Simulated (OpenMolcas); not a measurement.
# Pr III: effect of the active space

- Program: OpenMolcas
- Method: SS-CASPT2 or its RAS form, IPEA 0.25 Eh, imaginary shift 0.1 Eh
- Basis: ANO-RCC-VTZP
- Scalar Hamiltonian: DKH2, point nucleus
- Spin-orbit coupling: RASSI with atomic mean-field integrals over the reference wave functions, term energies averaged over their components

A. 3 electrons in 7 orbitals (4f); 2S+1 = 4 odd, 35 roots; 2S+1 = 2 odd, 112 roots (105 in the spin-orbit step); closed shells correlated: 5s 5p; CASPT2 step of the order of 2.3 core-minutes
B. 3 electrons in 12 orbitals (RAS2 4f; RAS3 5d, at most 1 electron); 2S+1 = 4 odd, 35 roots (30 in the spin-orbit step); 2S+1 = 2 odd, 112 roots (56 in the spin-orbit step); 2S+1 = 4 even, 105 roots (90 in the spin-orbit step); 2S+1 = 2 even, 124 roots kept (CI in the orbitals of an earlier block); closed shells correlated: 5s 5p; CASPT2 step roughly 9 core-minutes

Energies in cm-1 above 4f3 4I* 9/2, the measured ground level; measured values from Martin, Zalubas and Hagan, Atomic Energy Levels: The Rare-Earth Elements, NSRDS-NBS 60 (1978); the list in Maison, Palmeri and Quinet, J. Phys. B 58, 015001 (2025).

```
             Level      A      B  Measured
       4f3 4I* 9/2    0.0    0.0       0.0
      4f3 4I* 11/2   1516   1520      1398
      4f3 4I* 13/2   3140   3150      2893
      4f3 4I* 15/2   4840   4850      4454
       4f3 4F* 3/2  11330  11620      9371
       4f3 4F* 5/2  12170  12470     10138
       4f3 4F* 7/2  12850  13080     10859
       4f3 4S* 3/2  12900  13080     10950
4f3 4F* 9/2 [73 %]  13610  13760     11762
      4f3 2K* 13/2  17210  17410     16089
       4f3 4G* 5/2  17860  18020     14187
```

Deviations, from unrounded energies. A percentage is the sum of absolute deviations over the sum of measured energies, with the sign that they share, or ± where signs differ.

```csv
Against measurement,Levels,A,B
mean absolute deviation (cm-1),10,1500,1700
fine structure of the ground term (%),3,+8.6,+8.9
other terms of the ground configuration (%),7,+17.5,+19.3
```

A lies closest to measurement on these levels. The largest miss of A in the table is 4f3 4G* 5/2, by +3700 cm-1. The ranking rests on the paired levels alone, and a cruder setting can come out closer through cancelling errors.

The spin-orbit steps hold different terms of 4f3 (B lacks among others a 2D*, 2F*, a 2G*, a 2H*, 2L*), which shifts levels as well.

Between A and B the level of the table that moves most is 4f3 4F* 5/2, by 300 cm-1 (lowest in A, highest in B). Moves below CASPT2's spread within the term are not significant.

CASPT2 breaks the degeneracy within a term, and the mean is taken; among the terms shown or strongly mixed into the levels shown the widest spread is 580 cm-1 (4f3 4I*, A). High states are left out of the spin-orbit mixing, which shifts the levels that they would mix with. Some terms miss by over 15 % even with CASPT2, which points to a basis or an active space too small for the shells correlated. The CASPT2 spread within a term exceeds the gap to the next term for 4f3 4F* and 4f3 4S*, so the order of their levels is uncertain, and so are names and mixing where such terms share a J (figures for A; the like holds for B). Each CASPT2 term energy is a mean over a sample of three components (holds for B). Computed and measured levels are paired by configuration, term and J; levels that our copy of the source lacks, or whose pairing is in doubt (as where it misses far off the trend of its configuration), stay unpaired and out of the deviations. Only configurations of the active space appear. Levels that lie high or do not pair safely by name in every column are left out.

A share in square brackets marks a mixed level and gives the weight of the term that names it, the lowest over the columns. * marks odd parity.
